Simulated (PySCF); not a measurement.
Indium: a sound run and one with changed settings

Sound run: In [Kr] 4d10 5s2 5p1, In⁺ [Kr] 4d10 5s2. All numbers are calculated (PySCF 2.14, the spin-free X2C one-electron Hamiltonian (Gaussian nucleus), in x2c-SVPall). In the sound run the correlated levels freeze [Kr] 4d10. The sound run starts from symmetry-adapted Hartree-Fock orbitals and uses a fine grid where one is needed.

Changed run: initial guess sap, at most 50 SCF cycles, level shift 0.5 hartree.

```json
{"species": "In", "method": "UHF", "sound run (hartree)": "-5877.61419", "changed run (hartree)": "-5877.61419", "converged": "yes"}
{"species": "In", "method": "B3LYP", "sound run (hartree)": "-5880.34617", "changed run (hartree)": "-5880.34617", "converged": "yes"}
{"species": "In", "method": "MN15", "sound run (hartree)": "-5884.11036", "changed run (hartree)": "-5884.11036", "converged": "yes"}
{"species": "In", "method": "MP2", "sound run (hartree)": "-5877.63885", "changed run (hartree)": "-5877.62753", "converged": "yes"}
{"species": "In", "method": "CCSD(T)", "sound run (hartree)": "-5877.65159", "changed run (hartree)": "-5877.65159", "converged": "yes"}
{"species": "In⁺", "method": "UHF", "sound run (hartree)": "-5877.42445", "changed run (hartree)": "-5877.42445", "converged": "yes"}
{"species": "In⁺", "method": "B3LYP", "sound run (hartree)": "-5880.13916", "changed run (hartree)": "-5880.13916", "converged": "yes"}
{"species": "In⁺", "method": "MN15", "sound run (hartree)": "-5883.90084", "changed run (hartree)": "-5883.90084", "converged": "yes"}
{"species": "In⁺", "method": "MP2", "sound run (hartree)": "-5877.44491", "changed run (hartree)": "-5877.43552", "converged": "yes"}
{"species": "In⁺", "method": "CCSD(T)", "sound run (hartree)": "-5877.45534", "changed run (hartree)": "-5877.45534", "converged": "yes"}
```

Ionisation energy of In:

```tsv
method	sound run (eV)	changed run (eV)
UHF	5.163	5.163
B3LYP	5.633	5.633
MN15	5.702	5.702
MP2	5.277	5.225
SCS-MP2	5.259	5.214
CCSD	5.330	5.330
CCSD(T)	5.340	5.340
```

A level shift leaves the converged SCF energy unchanged but raises the virtual orbital energies, which shrinks MP2 if it is not removed.

For comparison, NIST gives 5.786 eV between the lowest levels.
